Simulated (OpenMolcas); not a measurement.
C+: thermal populations, the spin-orbit constant, worked from levels

```
Program             : OpenMolcas
Basis               : ANO-RCC-VTZP [4s3p2d1f]
Scalar Hamiltonian  : DKH2, point nucleus
Active space        : 3 electrons in 4 orbitals (2s 2p)
State averaging     : 2S+1 = 4 odd, 1 root; 2S+1 = 2 odd, 11 roots kept (CI in the orbitals of an earlier block); 2S+1 = 4 even, 3 roots; 2S+1 = 2 even, 9 roots kept (CI in the orbitals of an earlier block)
Spin-orbit coupling : state interaction with AMFI integrals over the reference wave functions, term energies averaged over their components
```

Methods: CASSCF; MS-CASPT2, IPEA 0.25 Eh, imaginary shift 0.1 Eh (closed shells correlated: 1s). Measured levels: NIST Handbook of Basic Atomic Spectroscopic Data.

**Thermal populations.** Z = Σ (2J + 1) exp(-E/kT) with k = 0.695035 cm-1/K, over the levels below. No other level of either list lies under 90000 cm-1, which is above 7 kT at each temperature.

| Level | 2J + 1 | MS-CASPT2 | measured |
| --- | --- | --- | --- |
| 2s² 2p ²P°_1/2 | 2 | 0.0 | 0.0 |
| 2s² 2p ²P°_3/2 | 4 | 58.6 | 63.4 |
| 2s 2p² ⁴P_1/2 | 2 | 41060 | 43003 |
| 2s 2p² ⁴P_3/2 | 4 | 41080 | 43025 |
| 2s 2p² ⁴P_5/2 | 6 | 41110 | 43054 |
| 2s 2p² ²D_3/2 | 4 | 74820 | 74933 |
| 2s 2p² ²D_5/2 | 6 | 74820 | 74930 |

```csv
T (K),"Z, MS-CASPT2","Z, measured levels","Ground level (%), MS-CASPT2","Ground level (%), measured levels"
5000,5.933,5.928,33.7,33.7
8000,5.965,5.960,33.5,33.6
12000,6.060,6.040,33.0,33.1
```

At 12000 K, kT = 8340 cm-1, and the computed levels give Z = 2.000 + 3.972 + 0.015 + 0.029 + 0.043 + 0.001 + 0.001 = 6.060.

**The spin-orbit constant.** For the Hund term ²P° of p1, E(J) = (A/2) J(J+1) + constant and ζ = 2S·A = A. From J = 1/2 to J = 3/2 the energy changes by 1.5 A.

```json
{"Source": "CASSCF", "E(3/2) - E(1/2)": "58.4", "A": "38.9", "ζ": "39"}
{"Source": "MS-CASPT2", "E(3/2) - E(1/2)": "58.6", "A": "39.1", "ζ": "39"}
{"Source": "measured", "E(3/2) - E(1/2)": "63.4", "A": "42.3", "ζ": "42"}
```

All in cm-1. MS-CASPT2 is off by -7.6 % and CASSCF by -7.9 %. Both methods take the spin-orbit matrix elements from the reference wave functions, so the second can move ζ only through the term energies and any multistate remixing.

Term energies are means over components that CASPT2 splits; among the terms shown or strongly mixed into the levels shown the widest spread is 24 cm-1 (2s 2p² ²D, MS-CASPT2). Terms from blocks run as CI alone lack orbitals of their own. Without dynamic correlation excited terms often stand tens of per cent too high (terms of higher spin than the ground term too low), and those without a measured partner can miss by more than the paired ones (holds for CASSCF). Computed and measured levels are paired by configuration, term and J; levels that our copy of the source lacks, or whose pairing is in doubt (as where it misses far off the trend of its configuration), stay unpaired and out of the deviations. Only configurations of the active space appear.

° marks odd parity.
